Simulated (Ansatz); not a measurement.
Born–Oppenheimer molecular dynamics of F2H5W (8 atoms, charge 0, multiplicity 2). It starts at the highest image of a converged band. Of that band: The profile has 3 maxima (images 1, 4, 6) with wells between them (images 2, 5): this band takes more than one step, which may be the mechanism or a detour left from its start path. A vibrational analysis at the climbing image gives one clearly imaginary mode, 867i cm⁻¹: a first-order saddle point.

Method: UKS B3LYP-D4/def2-SVP (Ansatz).

```yaml
ensemble: NVE (velocity Verlet)
time_step: 0.5 fs
steps_asked: 139
starting_velocities_drawn_for: 300 K
seed: 9059
```

First frame:

```xyz
8
Properties=species:S:1:pos:R:3
W 0.374 -0.096 0.182
H -0.852 0.084 1.739
F 2.193 -0.071 0.518
H -0.392 1.357 -0.172
H -1.298 -0.373 0.987
H -0.135 -1.514 -0.588
H 0.097 0.084 -1.483
F 0.144 0.530 2.256
```

Q: How far do the bonds stretch over the last three quarters of this one trajectory? (Pairs bonded in most of those frames.)

A: 
| bond | mean (Å) | spread (Å) | shortest | longest |
| --- | --- | --- | --- | --- |
| W1–F3 | 1.861 | 0.039 | 1.81 | 1.92 |
| W1–H4 | 1.703 | 0.042 | 1.64 | 1.77 |
| W1–H5 | 1.735 | 0.034 | 1.69 | 1.84 |
| W1–H6 | 1.702 | 0.061 | 1.61 | 1.78 |
| W1–H7 | 1.693 | 0.011 | 1.68 | 1.71 |
| W1–F8 | 2.504 | 0.213 | 2.19 | 2.88 |
| H2–F8 | 0.953 | 0.041 | 0.90 | 1.07 |

Mean temperature of the second half: 611 K. The conserved energy stayed within 0.17 meV per atom of its start (net change 0.11 meV per atom), so the integration is sound. The kinetic energy rose, since the run started high on the potential surface and went downhill. It ends in pieces (FH + FH4W), so much of that is their flight and rotation, not heat. A run of 0.07 ps of so small a system gives no equilibrium averages.

Time of the run: 8.3 min on 2 threads of Arm Neoverse V1 (shared host), peak memory 0.22 GiB.
